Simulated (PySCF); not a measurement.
Compound: CH5Ge2NO.
SMILES with atom numbers: `[N:1]#[C:2][GeH2:3][O:4][GeH3:5]` (hydrogens: H6, H7 on Ge3; H8, H9, H10 on Ge5)

Theory: PBE0-D3(BJ)/def2-SVP geometry optimisation, gas phase (PySCF 2.14.0).

Q: List the bond lengths, angles and torsions at this level.

A: 
```csv
bond,length (Å)
N1≡C2,1.160
C2–Ge3,1.938
Ge3–O4,1.756
O4–Ge5,1.791
"Ge3–H6, Ge3–H7",1.531
"Ge5–H8, Ge5–H9, Ge5–H10",1.537
```

Bonds in one row agree within 0.01 Å and their mean is given. A selection of angles:
```csv
angle,degrees
N1–C2–Ge3,177.9
C2–Ge3–O4,107.2
C2–Ge3–H6,107.7
O4–Ge3–H6,109.7
O4–Ge3–H7,110.6
H6–Ge3–H7,114.2
Ge3–O4–Ge5,131.9
O4–Ge5–H8,108.7
O4–Ge5–H10,104.4
H8–Ge5–H9,111.1
```

Dihedral angles: C2–Ge3–O4–Ge5 -10° (synperiplanar). The mirror-image conformer, all signs reversed, is as good.

Ge3 (germanium bonded to C, O and 2 H) is distorted tetrahedral (angles from 107.2° to 114.2°). O4 (oxygen bonded to 2 Ge) is bent (angle 131.9°). The 2 Ge–O bonds span 1.756 Å (Ge3–O4, drawn single) to 1.791 Å (O4–Ge5, drawn single), a spread of 0.035 Å. Ge5 (germanium bonded to O and 3 H) is distorted tetrahedral (angles from 104.4° to 112.0°).

Point group: near Cs, missed by 0.39 Å at most; the miss may be what the optimiser left on a soft mode. No PBE0-D3(BJ)/def2-SVP frequencies stand behind this structure, so it isn't proved a minimum. The numbers are those of one conformer.
